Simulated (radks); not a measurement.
Question: These are the eigenvalues of the occupied orbitals of an atom or ion with whole-number occupations (eV). All-electron calculation, Dirac Kohn-Sham, PBEsol, spin-unpolarised, spherical densities, finite nucleus; Fermi nuclear charge, rms radius of each element as measured or else 0.836 A^(1/3) + 0.57 fm. Program: a radial shooting solver on a logarithmic mesh with Libxc functionals.

orbital  eigenvalue
1s1/2     -5880.112
2s1/2     -672.8030
2p1/2     -572.5559
2p3/2     -563.9201
3s1/2      -80.6627
3p1/2      -52.9562
3p3/2      -51.9436
3d3/2       -9.8640
3d5/2       -9.7838

Which element is it, and in what charge state? The configuration may be excited. Open shells, if any, fill j = l - 1/2 first.

Answer: Z = 24, chromium, charge +1: Cr+ in [Ar] 3d5. The list shows which subshells hold electrons but not how many an open one holds; the 1s level, -216.09 hartree, gives Z - s = 20.8 by -(Z - s)^2/2, which with screening and relativity narrows Z to a few neighbours, and the depths of the outer levels then fix element, charge and occupations together.
